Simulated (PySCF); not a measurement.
`C[TeH]`. The calculation used PBE0-D3(BJ)/def2-SVP geometry optimisation, gas phase, def2 core potentials past Kr in PySCF.

```
atom  x, y, z in Å
C1    -0.6370    0.0203    0.0185
Te2    1.2775   -0.7396   -0.6216
H3    -0.7883   -0.1806    1.0854
H4    -1.3950   -0.5161   -0.5670
H5    -0.7054    1.0942   -0.1926
H6     2.1277    0.3040    0.3600
```

(1) What is the longest distance between nuclei?

(2) Work out the bond lengths C1–Te2, C1–H3, C1–H4, C1–H5, Te2–H6 in bohr.

(3) What are the angles H3–C1–H4, Te2–C1–H5, Te2–C1–H4, Te2–C1–H3, C1–Te2–H6?

(4) How far apart are these pairs, which share no bond: C1···H6, Te2···H4, Te2···H5, H3···H4, H3···H5, H4···H5, H5···H6?

(5) Give the dihedral angles H4–C1–Te2–H6, H3–C1–Te2–H6, H5–C1–Te2–H6.

Answers

(1) H4···H6, 3.73 Å; the next longest distance is 3.04 Å.

(2) For C1–Te2 the difference vector is (1.9145, -0.7599, -0.6401) Å, of length 2.1570 Å. 1 bohr = 0.529177 Å. C1–Te2 4.076; C1–H3 2.071; C1–H4 2.074; C1–H5 2.072; Te2–H6 3.148 bohr.

(3) From the scalar product of the two bond vectors; for H3–C1–H4 it is -0.4022 Å² over 1.0961 × 1.0978 Å², cos θ = -0.3343. H3–C1–H4 109.5°; Te2–C1–H5 110.1°; Te2–C1–H4 106.4°; Te2–C1–H3 110.3°; C1–Te2–H6 93.3°.

(4) C1···H6 2.800 Å (2 bonds apart); Te2···H4 2.682 Å (2 bonds apart); Te2···H5 2.735 Å (2 bonds apart); H3···H4 1.792 Å (2 bonds apart); H3···H5 1.807 Å (2 bonds apart); H4···H5 1.791 Å (2 bonds apart); H5···H6 2.993 Å (3 bonds apart).

(5) H4–C1–Te2–H6 177° (antiperiplanar); H3–C1–Te2–H6 -64° (synclinal); H5–C1–Te2–H6 59° (synclinal). Dihedral signs follow IUPAC: positive where, seen along the central bond, the front bond turns clockwise onto the rear one.

Stationary, but not proved a minimum.

Time: 3.4 s wall; peak memory 0.29 GiB. Hardware: AMD EPYC 9B45, one thread, on a shared host. That covers the optimisation of the geometry.
